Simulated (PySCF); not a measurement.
Working out the ionisation energy of Co⁺

Co⁺ [Ar] 3d8 (3F) → Co²⁺ [Ar] 3d7 (4F). Calculation: PySCF 2.14, in dyall-av2z; the non-relativistic Hamiltonian (point nucleus). Frozen: [Ar]; the 33 highest virtual orbitals dropped. Energies in hartree (1 hartree = 27.21139 eV):

| part | Co⁺ (lower) | Co²⁺ (upper) |
| --- | --- | --- |
| UHF | -1381.115927 | -1380.588694 |
| CCSD correlation | -0.235517 | -0.159194 |
| (T) | -0.008271 | -0.002551 |

**Question.** What does Hartree-Fock give?

**Answer.** (-1380.588694) − (-1381.115927) = 0.527233 hartree = 14.347 eV.

**Question.** What do CCSD and CCSD(T) give?

**Answer.** The CCSD correlation energies differ by 0.076323 hartree = 2.077 eV and the triples by 0.005720 hartree = 0.156 eV, so CCSD gives 16.424 eV and CCSD(T) 16.580 eV.

A first-order spin-orbit estimate adds -0.010 eV to CCSD(T) (valence), giving 16.570 eV against 17.084 eV (measured; NIST Atomic Spectra Database, ionization energies).

The calculation is non-relativistic.

A double-zeta basis recovers only part of the correlation energy.

What remains against the reference includes basis incompleteness, the frozen core and higher excitations.
